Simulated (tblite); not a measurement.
A tight-binding relaxation on `C=[CH][Ga@-]([NH3+])([Cl])[C]#CCC`.

Computed with GFN2-xTB geometry optimisation, gas phase (tblite 0.8.0). Start geometry: from a force field or distance geometry. A driver script takes a list of jobs; this job's settings line and coordinates (Å) are shown.

Command:
```bash
OMP_NUM_THREADS=1 python probes_run.py task.json out
```

Input:
```
{"job": {"kind": "relax", "xc": "GFN2-xTB", "basis": "xTB"}, "charge": 0, "multiplicity": 1}
C     -2.379900     0.313700     1.683200
C     -2.524200    -0.656400     0.778900
Ga    -1.550700    -0.599700    -0.937000
N     -2.096500     0.970200    -1.914900
Cl    -2.040300    -2.395200    -2.111000
C      0.351100    -0.526500    -0.612900
C      1.542400    -0.475700    -0.403800
C      2.990300    -0.415700    -0.137600
C      3.263300     0.223700     1.210800
H     -1.754800     1.170400     1.487600
H     -2.924800     0.262900     2.625800
H     -3.163100    -1.514100     1.002800
H     -1.629600     0.983400    -2.828100
H     -1.826300     1.818800    -1.374200
H     -3.133800     0.963000    -2.044600
H      3.394300    -1.450000    -0.140200
H      3.474200     0.174000    -0.941400
H      4.352400     0.257200     1.388300
H      2.784300    -0.359600     2.030100
H      2.866400     1.266400     1.235300
```

Output:
```
step      E/eV     max force
  0    -736.23794    2.694
  1    -736.42739    2.033
  2    -736.55984    1.897
  3    -736.57900    3.271
  4    -736.64998    0.605
  5    -736.67962    0.607
  6    -736.70849    0.926
  7    -736.73418    0.381
  8    -736.74466    0.298
  9    -736.75122    0.243
... (113 lines left out)
123    -736.82246    0.011
124    -736.82248    0.014
125    -736.82250    0.012
126    -736.82252    0.012
127    -736.82254    0.011
128    -736.82257    0.010
129    -736.82260    0.014
130    -736.82261    0.014
131    -736.82262    0.012
132    -736.82263    0.007
```

«max force» is the largest atomic force in eV/Å.

Q: From which step on does the largest force stay under 0.1 eV/Å, and how much energy is left to gain from there?

A: From step 51 (0.077 eV/Å), 18.8 meV above the end.

In short: energy lowered by 13.5 kcal/mol over 132 steps; largest atomic force 0.007 eV/Å at the end.

Q: Estimate the wall time. Hardware: an Arm Neoverse N1 with one thread, shared host with 64 logical CPUs at a one-minute load of 51.

A: About 2.2 s.
Labels such as C1 count atoms from 1, the log's own numbers from 0.
